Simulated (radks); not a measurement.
All-electron atom: Cs IV in [Kr] 4d10 5s2 5p4 (the NIST ground configuration). All-electron calculation, scalar-relativistic Kohn-Sham, SCAN, spin-polarised, spherical densities, finite nucleus; open shells are filled with parallel spins first (spin-orbit coupling, left out, can overturn this in heavy ions); meta-GGA in the generalised Kohn-Sham scheme; Fermi nuclear charge, rms radius 4.8041 fm. Program: a radial shooting solver on a logarithmic mesh with Libxc functionals.

X-ray form factor f0, the Fourier transform of the density (f0(0) = 52):

| sin(theta)/lambda (1/angstrom) | f0 (electrons) |
|---|---|
| 0.05 | 51.325 |
| 0.1 | 49.460 |
| 0.15 | 46.801 |
| 0.2 | 43.804 |
| 0.25 | 40.824 |
| 0.3 | 38.056 |
| 0.4 | 33.299 |
| 0.5 | 29.366 |
| 0.6 | 26.042 |
| 0.8 | 21.058 |
| 1 | 17.886 |
| 1.25 | 15.158 |
| 1.5 | 12.817 |
| 2 | 8.856 |
